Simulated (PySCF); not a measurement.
C5H14O2Si, singlet, at a GFN2-xTB geometry, with bond 12-2 at 2.0 times its length; DF-PBE/6-31G run with PySCF.

Input for PySCF:
```python
from pyscf import gto, scf, dft

mol = gto.M(
    atom='''
Si    0.060404   -1.085949    0.386067
C    -0.646616   -2.379468   -0.800382
O    -1.007259    0.020715    0.923083
C    -1.841906    0.893655    0.206697
C    -2.494108    1.875339    1.169343
O     1.272311   -0.447875   -0.492466
C     2.079233    0.655683   -0.175197
C     2.599716    1.293636   -1.455041
H     0.469981   -1.579662    1.695112
H    -0.909760   -1.951689   -1.764054
H    -1.541725   -2.822512   -0.376000
H     0.770273   -3.979965   -1.162082
H    -1.257380    1.435782   -0.547428
H    -2.610766    0.310852   -0.315516
H    -3.072252    1.332971    1.912515
H    -3.151048    2.549626    0.626327
H    -1.731922    2.455769    1.682896
H     1.506122    1.385099    0.409359
H     2.916419    0.310854    0.443855
H     1.768987    1.643753   -2.062742
H     3.245487    2.134481   -1.216600
H     3.162036    0.561888   -2.028879
''',
    basis='6-31g',
    charge=0,
    spin=0,
    verbose=4,
)

mf = dft.RKS(mol)
mf.xc = 'pbe'
mf.level_shift = 1.0
mf.max_cycle = 100
mf = mf.density_fit(auxbasis='def2-universal-jkfit')
mf.kernel()
```

What the program printed (banner, timings and long lists left out):

```
PySCF version 2.14.0

[INPUT] verbose = 4
[INPUT] num. atoms = 22
[INPUT] num. electrons = 74
[INPUT] charge = 0
[INPUT] spin (= nelec alpha-beta = 2S) = 0
[INPUT] symmetry False subgroup None
[INPUT] Mole.unit = angstrom
[INPUT] Symbol           X                Y                Z      unit          X                Y                Z       unit  Magmom
[...]
nuclear repulsion = 489.904319255921
number of shells = 70
number of NR pGTOs = 256
number of NR cGTOs = 104
basis = 6-31g
ecp = {}

******** <class 'pyscf.df.df_jk.DFRKS'> ********
method = DFRKS
initial guess = minao
damping factor = 0
level_shift factor = 1.0
DIIS = <class 'pyscf.scf.diis.CDIIS'>
diis_start_cycle = 1
diis_space = 8
diis_damp = 0
SCF conv_tol = 1e-09
SCF conv_tol_grad = None
SCF max_cycles = 100
direct_scf = False
XC library pyscf.dft.libxc version 7.1.2
    S. Lehtola, C. Steigemann, M. J. T. Oliveira, and M. A. L. Marques,  SoftwareX 7, 1–5 (2018)
XC functionals = pbe
    J. P. Perdew, K. Burke, and M. Ernzerhof,  Phys. Rev. Lett. 77, 3865 (1996)
    J. P. Perdew, K. Burke, and M. Ernzerhof,  Phys. Rev. Lett. 78, 1396 (1997)
    J. P. Perdew, K. Burke, and M. Ernzerhof,  Phys. Rev. Lett. 77, 3865 (1996)
    J. P. Perdew, K. Burke, and M. Ernzerhof,  Phys. Rev. Lett. 78, 1396 (1997)
radial grids:
    Treutler-Ahlrichs [JCP 102, 346 (1995); DOI:10.1063/1.469408] (M4) radial grids

becke partition: Becke, JCP 88, 2547 (1988); DOI:10.1063/1.454033
pruning grids: <function nwchem_prune>
grids dens level: 3
symmetrized grids: False
atomic radii adjust function: <function treutler_atomic_radii_adjust>
small_rho_cutoff = 0
Set gradient conv threshold to 3.16228e-05
Initial guess from minao.
tot grids = 255248
init E= -638.569075280721
[...]
cycle= 1 E= -637.723823715498  delta_E= 0.845  |g|= 1.12  |ddm|=  3.9
[...]
cycle= 2 E= -638.000400988717  delta_E= -0.277  |g|= 0.471  |ddm|= 1.07
[...]
cycle= 3 E= -638.044442260621  delta_E= -0.044  |g|=  0.2  |ddm|= 0.395
[...]
cycle= 4 E= -638.054020883979  delta_E= -0.00958  |g|= 0.0977  |ddm|=  0.2
[...]
cycle= 5 E= -638.056741630195  delta_E= -0.00272  |g|= 0.0468  |ddm|= 0.102
[...]
cycle= 6 E= -638.057603909476  delta_E= -0.000862  |g|= 0.0261  |ddm|= 0.0632
[...]
cycle= 7 E= -638.057932463967  delta_E= -0.000329  |g|= 0.0167  |ddm|= 0.0398
[...]
cycle= 8 E= -638.058079707499  delta_E= -0.000147  |g|= 0.0115  |ddm|= 0.026
[...]
cycle= 9 E= -638.058154208481  delta_E= -7.45e-05  |g|= 0.00834  |ddm|= 0.0175
[...]
cycle= 10 E= -638.058195308461  delta_E= -4.11e-05  |g|= 0.00644  |ddm|= 0.0121
[...]
cycle= 11 E= -638.058219645925  delta_E= -2.43e-05  |g|= 0.00496  |ddm|= 0.00874
[...]
cycle= 12 E= -638.058234089263  delta_E= -1.44e-05  |g|= 0.00414  |ddm|= 0.00642
[...]
cycle= 13 E= -638.058243575517  delta_E= -9.49e-06  |g|= 0.00354  |ddm|= 0.00475
[...]
cycle= 14 E= -638.058250275877  delta_E= -6.7e-06  |g|= 0.00294  |ddm|= 0.00369
[...]
cycle= 15 E= -638.058254887604  delta_E= -4.61e-06  |g|= 0.00248  |ddm|= 0.00292
[...]
cycle= 16 E= -638.058258149302  delta_E= -3.26e-06  |g|= 0.00212  |ddm|= 0.00235
[...]
cycle= 17 E= -638.058260499973  delta_E= -2.35e-06  |g|= 0.00185  |ddm|= 0.00193
[...]
cycle= 18 E= -638.058262226529  delta_E= -1.73e-06  |g|= 0.00162  |ddm|= 0.0016
[...]
cycle= 19 E= -638.058263531715  delta_E= -1.31e-06  |g|= 0.00139  |ddm|= 0.00136
[...]
cycle= 20 E= -638.058264502214  delta_E= -9.7e-07  |g|= 0.0012  |ddm|= 0.00116
[...]
cycle= 21 E= -638.058265234295  delta_E= -7.32e-07  |g|= 0.00105  |ddm|= 0.000996
[...]
cycle= 22 E= -638.058265787943  delta_E= -5.54e-07  |g|= 0.000924  |ddm|= 0.000863
[...]
cycle= 23 E= -638.058266206868  delta_E= -4.19e-07  |g|= 0.000819  |ddm|= 0.000751
[...]
cycle= 24 E= -638.058266534945  delta_E= -3.28e-07  |g|= 0.000711  |ddm|= 0.000655
[...]
cycle= 25 E= -638.058266787788  delta_E= -2.53e-07  |g|= 0.000619  |ddm|= 0.000578
[...]
cycle= 26 E= -638.058266981238  delta_E= -1.93e-07  |g|= 0.000546  |ddm|= 0.000511
[...]
cycle= 27 E= -638.058267129786  delta_E= -1.49e-07  |g|= 0.000493  |ddm|= 0.000446
[...]
cycle= 28 E= -638.058267244994  delta_E= -1.15e-07  |g|= 0.000441  |ddm|= 0.000394
[...]
cycle= 29 E= -638.058267336661  delta_E= -9.17e-08  |g|= 0.000387  |ddm|= 0.000349
[...]
cycle= 30 E= -638.058267407886  delta_E= -7.12e-08  |g|= 0.000344  |ddm|= 0.000308
[...]
cycle= 31 E= -638.058267465013  delta_E= -5.71e-08  |g|= 0.000295  |ddm|= 0.000273
[...]
cycle= 32 E= -638.058267507975  delta_E= -4.3e-08  |g|= 0.000269  |ddm|= 0.000242
[...]
cycle= 33 E= -638.058267542107  delta_E= -3.41e-08  |g|= 0.00024  |ddm|= 0.000214
[...]
cycle= 34 E= -638.058267569097  delta_E= -2.7e-08  |g|= 0.000214  |ddm|= 0.00019
[...]
cycle= 35 E= -638.058267590548  delta_E= -2.15e-08  |g|= 0.000188  |ddm|= 0.000169
[...]
cycle= 36 E= -638.058267607504  delta_E= -1.7e-08  |g|= 0.000167  |ddm|= 0.000151
[...]
cycle= 37 E= -638.058267620773  delta_E= -1.33e-08  |g|= 0.00015  |ddm|= 0.000134
[...]
cycle= 38 E= -638.058267631249  delta_E= -1.05e-08  |g|= 0.000134  |ddm|= 0.000119
[...]
cycle= 39 E= -638.058267639604  delta_E= -8.35e-09  |g|= 0.000121  |ddm|= 0.000106
[...]
cycle= 40 E= -638.058267646319  delta_E= -6.72e-09  |g|= 0.000107  |ddm|= 9.44e-05
[...]
cycle= 41 E= -638.058267651685  delta_E= -5.37e-09  |g|= 9.49e-05  |ddm|= 8.48e-05
[...]
cycle= 42 E= -638.058267655938  delta_E= -4.25e-09  |g|= 8.44e-05  |ddm|= 7.55e-05
[...]
cycle= 43 E= -638.058267659278  delta_E= -3.34e-09  |g|= 7.59e-05  |ddm|= 6.73e-05
[...]
cycle= 44 E= -638.058267661929  delta_E= -2.65e-09  |g|= 6.82e-05  |ddm|= 5.99e-05
[...]
cycle= 45 E= -638.058267664068  delta_E= -2.14e-09  |g|= 6.07e-05  |ddm|= 5.35e-05
[...]
cycle= 46 E= -638.058267665779  delta_E= -1.71e-09  |g|= 5.47e-05  |ddm|= 4.78e-05
[...]
cycle= 47 E= -638.058267667146  delta_E= -1.37e-09  |g|= 4.89e-05  |ddm|= 4.28e-05
[...]
cycle= 48 E= -638.058267668253  delta_E= -1.11e-09  |g|= 4.39e-05  |ddm|= 3.84e-05
[...]
cycle= 49 E= -638.058267669127  delta_E= -8.74e-10  |g|= 3.94e-05  |ddm|= 3.43e-05
[...]
cycle= 50 E= -638.058267669833  delta_E= -7.06e-10  |g|= 3.51e-05  |ddm|= 3.06e-05
[...]
cycle= 51 E= -638.058267670391  delta_E= -5.58e-10  |g|= 3.19e-05  |ddm|= 2.74e-05
[...]
cycle= 52 E= -638.058267670835  delta_E= -4.45e-10  |g|= 2.88e-05  |ddm|= 2.45e-05
[...]
Extra cycle  E= -638.058267671157  delta_E= -3.21e-10  |g|= 6.71e-05  |ddm|= 0.000264
converged SCF energy = -638.058267671157
```
